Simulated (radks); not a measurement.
The numbers below are computed, except where a source is named.
Valence configurations of the fluorine ion F3+ (all share [He]). Code: a radial shooting solver on a logarithmic mesh with Libxc functionals. Model: non-relativistic Kohn-Sham, LDA (Slater exchange, Perdew-Wang correlation), spin-unpolarised, spherical densities, point nucleus. Energies are relative to 2s2 2p2; eigenvalues in eV.

valence      E (eV)    e(2p)    e(2s)
2s2 2p2       0.000  -72.849  -90.650
2s1 2p3      17.894  -72.057  -90.043
2p4          35.969  -71.337        -
2s1.5 2p2.5   8.924  -72.444  -90.339
2s0.5 2p3.5  26.909  -71.688  -89.763

NIST lists [He] 2s2 2p2 as the ground configuration; this level of theory agrees among the configurations tried. The energies are those of spherical spin-averaged densities, not of single terms.
